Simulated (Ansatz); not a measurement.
Cost and result for the atomization energy of H$_{6}$O$_{4}$SSi$_{2}$ (`O[SiH](O)S[SiH](O)O`) (13 atoms, 12 bonds).

Z-matrix (Å, degrees):
```
Si
O 1 1.627
S 1 2.159 2 109.8
O 1 1.631 2 114.8 3 120.4
H 1 1.470 2 108.7 3 -122.7
H 2 0.966 1 119.8 3 -16.2
Si 3 2.126 1 99.3 2 -23.0
H 4 0.959 1 118.3 2 -68.0
O 7 1.634 3 107.7 1 176.5
O 7 1.649 3 112.0 1 58.4
H 7 1.474 3 111.8 1 -58.4
H 9 0.958 7 118.4 3 28.8
H 10 0.961 7 116.1 3 76.7
```

Total charge 0; spin multiplicity 1. Geometry: relaxed with PBE0-D4/def2-TZVP. It is one conformer, not always the lowest. Program: Ansatz. All runs use 2 threads of an AMD EPYC 7R13 on a shared host and a share of an NVIDIA H100 80 GB. Times are those of one run each, without the atoms' runs, and a repeat can differ threefold. Electronic energies, without spin–orbit coupling; frozen cores. CCSD(T)/CBS adds CCSD(T) − MP2 in def2-TZVPP to the MP2 limit, and its time is that of the two runs behind it. T1 = 0.012. B3LYP takes the VWN-RPA correlation (the form of Gaussian; ORCA's B3LYP/G).

CCSD(T)/CBS is a level of theory with its own doubt, some kJ/mol a heavy atom from the limit and from the frozen cores, so smaller differences don't rank the functionals.

| level | functions | wall time |
| --- | --- | --- |
| PBE-D4/def2-TZVPP (with forces) | 334 | 2 s |
| r2SCAN-D4/def2-TZVPP (with forces) | 334 | 2.2 s |
| PBE0-D4/def2-TZVPP | 334 | 2.3 s |
| B3LYP-D4/def2-TZVPP (with forces) | 334 | 2.6 s |
| ωB97X-V/def2-TZVPP | 334 | 2.7 s |
| B2PLYP/def2-TZVPP | 334 | 3.2 s |
| ωB97M-V/def2-TZVPP (with forces) | 334 | 3.5 s |
| MP2/def2-QZVPP | 618 | 4 s |
| CCSD(T)/def2-TZVPP | 334 | 8 s |
| CCSD(T)/CBS(def2) | – | 12 s |

Question: What atomization energy does each give, and how far from CCSD(T)/CBS? (Best estimate.)

Answer: Computed: 
| level | atomization (kJ/mol) | difference from CCSD(T)/CBS | per bond |
| --- | --- | --- | --- |
| PBE-D4/def2-TZVPP (with forces) | 5087.5 | 14.5 | 1.2 |
| r2SCAN-D4/def2-TZVPP (with forces) | 5050.3 | -22.7 | -1.9 |
| PBE0-D4/def2-TZVPP | 4972.0 | -101.0 | -8.4 |
| B3LYP-D4/def2-TZVPP (with forces) | 4995.5 | -77.5 | -6.5 |
| ωB97X-V/def2-TZVPP | 5053.1 | -19.9 | -1.7 |
| B2PLYP/def2-TZVPP | 4959.6 | -113.4 | -9.4 |
| ωB97M-V/def2-TZVPP (with forces) | 5061.0 | -12.0 | -1.0 |
| MP2/def2-QZVPP | 5152.9 | 79.9 | 6.7 |
| CCSD(T)/def2-TZVPP | 4895.7 | -177.3 | -14.8 |
| CCSD(T)/CBS(def2) | 5073.0 | 0.0 | 0.0 |

From PBE to PBE0 (25 % exact exchange), in def2-TZVPP and without D4, the atomization energy moves by −109.9 kJ/mol: exact exchange takes away binding that semilocal exchange gives to molecules. The D4 term adds +62.7 kJ/mol with B3LYP and +33.0 kJ/mol with PBE0; it sums over pairs of atoms, weighted by their polarisabilities, and B3LYP, whose exchange is more repulsive, gets the larger term. In def2-TZVPP, CCSD(T) changes the Hartree–Fock value by +1369.7 kJ/mol (the triples alone add +87.1 kJ/mol) and MP2 by +1520.6 kJ/mol; breaking electron pairs costs correlation energy, which Hartree–Fock lacks.
